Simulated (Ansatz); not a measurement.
Correlation energies of BGaGeH$_{11}$InP$_{2}$Si (`[SiH3][B](P)[Ga]([InH2])[GeH2][PH2]`) by basis set

| atom | x (Å) | y (Å) | z (Å) |
| --- | --- | --- | --- |
| Si1 | -1.778 | 0.939 | -1.961 |
| B2 | -0.669 | 1.139 | -0.306 |
| P3 | 0.065 | 2.780 | 0.015 |
| Ga4 | -0.481 | -0.419 | 1.009 |
| In5 | -1.676 | -0.898 | 3.272 |
| Ge6 | 1.191 | -1.968 | 0.064 |
| P7 | 2.614 | -0.694 | -1.274 |
| H8 | -3.157 | 0.465 | -1.653 |
| H9 | -1.890 | 2.195 | -2.754 |
| H10 | -1.129 | -0.097 | -2.815 |
| H11 | 1.280 | 2.674 | 0.723 |
| H12 | 0.499 | 3.359 | -1.196 |
| H13 | -1.009 | -0.337 | 4.770 |
| H14 | -3.152 | -1.800 | 3.362 |
| H15 | 1.970 | -2.817 | 1.091 |
| H16 | 0.484 | -2.956 | -0.892 |
| H17 | 3.698 | -1.613 | -1.272 |
| H18 | 3.140 | 0.049 | -0.183 |

Total charge 0; spin multiplicity 1. Correlated methods include outer-core shells of Ga, Ge, In, which these sets cover unevenly. Scalar relativity is left out up to krypton. In takes the def2 core potential. Geometry: relaxed with PBE0-D4/def2-TZVP. It is one conformer, not always the lowest. Frozen core, restricted reference, the Gaussian-basis code of Ansatz.

```json
{"basis": "def2-SVP", "HF (Eh)": "-5188.45034", "MP2 corr.": "-0.96604", "CCSD corr.": "-1.05447", "(T)": "-0.03778", "CCSD(T) total": "-5189.54259"}
{"basis": "def2-TZVPP", "HF (Eh)": "-5189.33623", "MP2 corr.": "-1.32452", "CCSD corr.": "-1.40353", "(T)": "-0.05856", "CCSD(T) total": "-5190.79832"}
{"basis": "def2-QZVPP", "HF (Eh)": "-5189.44796", "MP2 corr.": "-2.06374", "CCSD corr.": "–", "(T)": "–", "CCSD(T) total": "–"}
```
